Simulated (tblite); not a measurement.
Compound: C5H5FP (charge +1).
Cartesian coordinates in Å at the GFN2-xTB level; atoms count from 1:
```
atom  x, y, z in Å
C1     2.370    0.365   -0.656
C2     1.557   -0.327   -0.113
C3     0.597   -1.191    0.542
P4    -1.086   -0.465    0.395
C5    -1.322    1.318    0.369
C6    -1.468    0.775   -0.836
F7    -1.702    1.015   -2.077
H8     3.108    0.952   -1.122
H9     0.839   -1.303    1.607
H10    0.593   -2.186    0.076
H11   -2.151   -1.202    0.886
H12   -1.333    2.248    0.903
```

Calculated harmonic vibrations of the isolated species, GFN2-xTB (tblite), most abundant isotopes, no scaling. Against measured fundamentals such values can be off by several per cent, at times by over 20. Modes of hydrogen on phosphorus can be 10 to 20 % off. One conformer, not necessarily the lowest.

Harmonic wavenumbers (cm⁻¹): 41.6, 78.5, 124.7, 217.1, 295.0, 324.9, 357.2, 423.3, 504.4, 603.0, 653.7, 670.7, 695.2, 699.9, 778.1, 800.5, 860.4, 941.4, 980.6, 1046.0, 1119.7, 1156.8, 1344.6, 1776.3, 2270.5, 2306.3, 2896.3, 2907.0, 3121.0, 3371.0.

A = 3137, B = 1675, C = 1288 MHz; mass 115.011 u (most abundant isotopes); point group C1, symmetry number 1.

Zero-point energy?

Half the sum of the wavenumbers: 16683 cm⁻¹ = 199.57 kJ/mol.

Give the ideal-gas entropy at 500 K and 1 bar in the rigid-rotor, harmonic-oscillator model (classical rotation).

Translation 178.78, rotation 124.66, vibration 155.88: S = 459.3 J/(mol K).

And Cp and H(500 K) − H(0)?

Cp = 176.64 J/(mol K), of which vibrations give 143.38 (their classical limit is 30 R = 249.4); H(500 K) − H(0) = 56.06 kJ/mol without the zero-point energy, 39.43 from vibrations.

How do the functions run with temperature in this model?

```json
{"T (K)": "100", "S (J/(mol K))": "278.0", "Cp (J/(mol K))": "65.7", "H − H(0) (kJ/mol)": "4.93", "G − H(0) (kJ/mol)": "-22.87", "ln q(vib)": "1.45"}
{"T (K)": "200", "S (J/(mol K))": "333.8", "Cp (J/(mol K))": "99.5", "H − H(0) (kJ/mol)": "13.17", "G − H(0) (kJ/mol)": "-53.58", "ln q(vib)": "3.39"}
{"T (K)": "300", "S (J/(mol K))": "380.4", "Cp (J/(mol K))": "131.9", "H − H(0) (kJ/mol)": "24.78", "G − H(0) (kJ/mol)": "-89.34", "ln q(vib)": "5.36"}
{"T (K)": "800", "S (J/(mol K))": "551.1", "Cp (J/(mol K))": "213.2", "H − H(0) (kJ/mol)": "115.10", "G − H(0) (kJ/mol)": "-325.81", "ln q(vib)": "14.61"}
{"T (K)": "1000", "S (J/(mol K))": "600.5", "Cp (J/(mol K))": "228.6", "H − H(0) (kJ/mol)": "159.37", "G − H(0) (kJ/mol)": "-441.10", "ln q(vib)": "17.78"}
```

q(vib) and H(0) count from the zero-point level.

Which modes carry the vibrational entropy at 500 K?

41.6 cm⁻¹: 25.97; 78.5 cm⁻¹: 20.70; 124.7 cm⁻¹: 16.88; 217.1 cm⁻¹: 12.36; 295.0 cm⁻¹: 9.92; 324.9 cm⁻¹: 9.17 J/(mol K); the other 24 give 60.87 together.

What must be added to the electronic energy to get the Gibbs energy at 500 K and 1 bar?

ZPE + [H(500 K) − H(0)] − T·S = 199.57 + 56.06 − 229.66 = 25.97 kJ/mol.

Blend soft modes into free rotors: weight 1/[1 + (100 cm⁻¹/ν̃)⁴] for the oscillator and the rest for a rotor with moment μB/(μ + B), μ = h/(8π²ν), B = 10⁻⁴⁴ kg m². What vibrational entropy results?

142.69 J/(mol K) in place of 155.88, which changes −T·S at 500 K by +6.59 kJ/mol.

Hindered rotation and anharmonicity are outside this model. Other conformers, if any are populated, would add a mixing term that is left out. The structure is chiral; the term R ln 2 for an equal mix with its mirror image is left out.
